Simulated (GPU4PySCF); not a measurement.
C8H12CuN4, SMILES [N](#CC)->[Cu+](<-[N]#CC)(<-[N]#CC)<-[N]#CC, charge +1, multiplicity 1.

Geometry: PBE0-D3(BJ)/def2-TZVP. The spin state was assumed, not searched. The isomer is the one that the SMILES or the coordinates give; other isomers of the formula were not compared.

The numbers are results of PBE/def2-TZVPD in GPU4PySCF, not measurements.

The molecule is in vacuum.

- total energy = -2170.75072 hartree
- highest occupied level = -7.81 eV
- lowest empty level = -3.67 eV
- orbital gap = 4.14 eV
- dipole moment about the centre of nuclear charge = 0.003 e·Å
- mean static polarisability = 159.5 bohr³ (23.63 Å³)
- polarisability, principal values = 159.3, 159.5, 159.6 bohr³
